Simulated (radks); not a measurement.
Fractional charge and spin in the 3p shell of potassium: the spin-up occupation runs from 2 to 3 and the spin-down occupation from 2 to 3; the fullest corner is K, [Ne] 3s2 4s(up 0.5, down 0.5) 3p(up 3, down 3). Calculated with a radial shooting solver on a logarithmic mesh with Libxc functionals: non-relativistic Kohn-Sham, r2SCAN, spin-polarised, spherical densities, point nucleus; meta-GGA in the generalised Kohn-Sham scheme. Energy (eV) minus the two flat planes that join the four corners (they meet along the diagonal where the two added fractions sum to one electron); zero is where a piecewise linear energy would lie.

| down \ up | 2 | 2.25 | 2.5 | 2.75 | 3 |
|---|---|---|---|---|---|
| 2 | 0.000 | -1.269 | -1.681 | -1.252 | 0.000 |
| 2.25 | -1.269 | -1.574 | -1.046 | 0.299 | -1.107 |
| 2.5 | -1.681 | -1.046 | 0.399 | -0.915 | -1.459 |
| 2.75 | -1.252 | 0.299 | -0.915 | -1.366 | -1.080 |
| 3 | 0.000 | -1.107 | -1.459 | -1.080 | 0.000 |

Corners above the fullest one (they belong to K+ and the next ion): (up 3, down 2) 25.332 eV, (up 2, down 3) 25.332 eV, (up 2, down 2) 64.859 eV. With half an added electron in each spin the energy lies 0.399 eV from the planes, and with half an added electron in spin up alone -1.681 eV. The planes are only a guide here: the flat-plane condition holds for ground states with one frontier orbital, while this shell lies below other occupied shells, so the corners above the fullest one are inner-hole states and not the ground states of those ions.
